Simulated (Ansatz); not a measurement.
Species: sum formula H5BNO2, net charge 1, singlet state. It need not be the lowest isomer of its formula. 
Geometry from a B3LYP-D3(BJ)/def2-TZVP (Ansatz, an electronic-structure program) optimisation:
```xyz
9

N     -0.5495    -1.2130     0.5783
B      0.0871    -0.1465    -0.0093
O      1.2582     0.0714    -0.6058
O     -0.6724     1.1630    -0.0244
H     -0.1034    -2.1134     0.6678
H     -1.5019    -1.2199     0.9076
H      1.8626    -0.6572    -0.7847
H     -1.3356     1.4081     0.6411
H     -0.1977     1.9309    -0.3920
```
Charge +1, spin multiplicity 1.

Parts of the frozen-core correlation energy in cc-pVTZ (Ansatz, hartree). Frozen orbitals: 4; correlated occupied orbitals by spin: 12 and 12; virtual: 174 and 174. No spin-orbit coupling. Non-relativistic.

| term | value |
|---|---|
| reference (HF) | -231.75413 |
| MP2 opposite-spin | [?] |
| MP2 same-spin | [?] |
| CCSD correlation | -0.80536 |
| (T) | [?] |
| T1 diagnostic | 0.011 |
| largest doubles amplitude | 0.036 |

Task: Fill in the missing entries.

Result: 
- MP2 opposite-spin, value: -0.59175
- MP2 same-spin, value: -0.19562
- (T), value: -0.02810
